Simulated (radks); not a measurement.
Problem. All-electron atom: Mn I in [Ar] 3d7 (not the ground configuration). Calculated with a radial shooting solver on a logarithmic mesh with Libxc functionals: scalar-relativistic Kohn-Sham, PBE, spin-polarised, spherical densities, point nucleus; open shells are filled with parallel spins first. Some entries of the table are withheld. Estimate them.

| orbital | occ. | eigenvalue (eV) | r(max) (bohr) |
|---|---|---|---|
| 1s down | 1 | -6423.108 | 0.03987 |
| 1s up | 1 | -6423.094 | 0.03987 |
| 2s up | 1 | -737.0797 | 0.2325 |
| 2s down | 1 | -735.9461 | 0.2324 |
| 2p up | 3 | -623.2788 | 0.1884 |
| 2p down | 3 | -622.4193 | 0.1882 |
| 3s up | 1 | -80.6043 | 0.7378 |
| 3s down | 1 | -77.7333 | 0.7382 |
| 3p up | 3 | (1) | (2) |
| 3p down | 3 | (3) | (4) |
| 3d up | 5 | (5) | 0.7829 |
| 3d down | 2 | (6) | 0.7940 |

Solution. 
(1) 3p up eigenvalue (eV): -49.5324
(2) 3p up r(max) (bohr): 0.7551
(3) 3p down eigenvalue (eV): -46.7070
(4) 3p down r(max) (bohr): 0.7558
(5) 3d up eigenvalue (eV): -2.7710
(6) 3d down eigenvalue (eV): -0.5435
